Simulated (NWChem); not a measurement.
C3H4BNO; SMILES OB1C=CN=C1

```xyz
10

O      0.0259    -2.1444     0.0000
B      0.0294    -0.7933     0.0000
C      1.2609     0.1667     0.0000
C      0.7133     1.3930     0.0000
N     -0.7565     1.4580     0.0000
C     -1.2056     0.2522     0.0000
H     -0.8680    -2.5192     0.0000
H      2.3280    -0.0211     0.0000
H      1.2188     2.3549     0.0000
H     -2.2884     0.1043     0.0000
```
Atoms are numbered in this order, from 1.

Level: B3LYP/6-31G* (spherical d) (NWChem), optimised geometry, unscaled harmonic frequencies. B3LYP is NWChem's, with the RPA form of VWN correlation.

```
frequency (cm⁻¹)  IR intensity (km/mol)
----------------  ---------------------
159                                 0.2
338                                12.4
368                                61.1
557                                 0.2
605                                 6.1
648                                77.2
729                                 3.2
798                                29.3
826                                 4.2
875                                30.1
902                                11.9
966                               107.0
999                                 0.0
1122                               16.7
1196                               86.4
1318                                1.1
1348                                4.2
1467                              306.7
1605                               45.1
1651                               12.8
3129                               33.7
3211                               19.4
3244                                8.4
3758                               61.8
```

```
Item                                                                                Value
-----------------------------------------------------------------------  ----------------
zero-point energy                                                           45.5 kcal/mol
thermal correction to the enthalpy at 298.15 K (with zero-point energy)     49.3 kcal/mol
heat capacity Cv                                                         18.8 cal/(mol K)
entropy at 298.15 K and 1 atm (symmetry number 1)                        72.6 cal/(mol K)
dipole moment                                                                      2.10 D
```

Rigid rotor and harmonic oscillator.
